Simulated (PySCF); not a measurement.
## GeN: energy against distance

Set-up: Ge jorge-DZP-DKH, N jorge-DZP-DKH; spin-free X2C with a Gaussian nucleus (PySCF 2.14). Energies in eV from Ge + N in their ground configurations at the same level. State: ²Σ⁺ (doublet), unpaired electrons σ ↑.

All columns are LDA. A positive dipole means Ge(−)N(+).

| R (Å) | E (eV) | μ (D) | Mulliken charge on Ge (basis-dependent) | HOMO (eV) | LUMO (eV) | Mayer bond order | ⟨S²⟩ |
| --- | --- | --- | --- | --- | --- | --- | --- |
| 1.424 | -3.531 | -2.28 | 0.54 | -7.07 | -5.81 | 2.65 | 0.75 |
| 1.490 | -4.425 | -2.41 | 0.53 | -7.02 | -5.92 | 2.60 | 0.76 |
| 1.557 | -4.904 | -2.53 | 0.51 | -6.81 | -6.01 | 2.56 | 0.76 |
| 1.606 | -5.062 | -2.62 | 0.51 | -6.66 | -6.05 | 2.53 | 0.76 |
| 1.656 | -5.091 | -2.71 | 0.50 | -6.51 | -6.09 | 2.49 | 0.76 |
| 1.706 | -5.023 | -2.78 | 0.49 | -6.37 | -6.11 | 2.46 | 0.77 |
| 1.772 | -4.823 | -2.88 | 0.48 | -6.20 | -6.12 | 2.42 | 0.78 |
| 1.855 | -4.457 | -2.99 | 0.46 | -6.00 | -6.11 | 2.36 | 0.80 |
| 1.954 | -3.929 | -3.08 | 0.43 | -5.77 | -6.06 | 2.28 | 0.86 |
| 2.087 | -3.195 | -3.08 | 0.39 | -5.51 | -5.95 | 2.07 | 1.05 |

A fit through these points gives, at Re = 1.644 Å, μ = -2.69 D and dμ/dR = -1.66 D/Å; the reduced mass is 11.77 u.

How strong is the fundamental in the double-harmonic approximation, I = 42.26·(dμ/dR)²/μred km/mol?

I = 42.26·(-1.66)²/11.77 = 9.89 km/mol at LDA.

⟨S²⟩ of the unrestricted solution departs from its pure value on part of the curve, where spin states mix. Spin–orbit coupling is left out. The state was picked by a PBE0 search and need not be the measured ground state.

At some distances an empty level lies below a filled one, because the occupation is held.
